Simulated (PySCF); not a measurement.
**Excitation energy of Li by level of theory**

Li [He] 2s1 (2S) → Li [He] 3d1 (2D), as a difference of total energies. Computed with PySCF 2.14 in aug-cc-pVQZ with one added diffuse shell each of s, p, d, f, g type (7s6p5d4f3g, 105 functions), with no relativity, point nucleus. The calculations carry no spin-orbit coupling.

| method | excitation energy (eV) |
| --- | --- |
| UHF | 3.838 |
| PBE | 3.663 |
| r2SCAN | 3.653 |
| MN15 | 4.293 |
| TPSSh | 3.691 |
| HSE06 | 3.687 |

**Question.** Estimate what LDA gives.

**Answer.** 3.685 eV, closest to HSE06 among the rows shown.

**Question.** Estimate what PBE0 gives.

**Answer.** 3.734 eV, closest to TPSSh among the rows shown.

For comparison: 3.879 eV (measured; NIST levels, between the centres of gravity of the two terms).
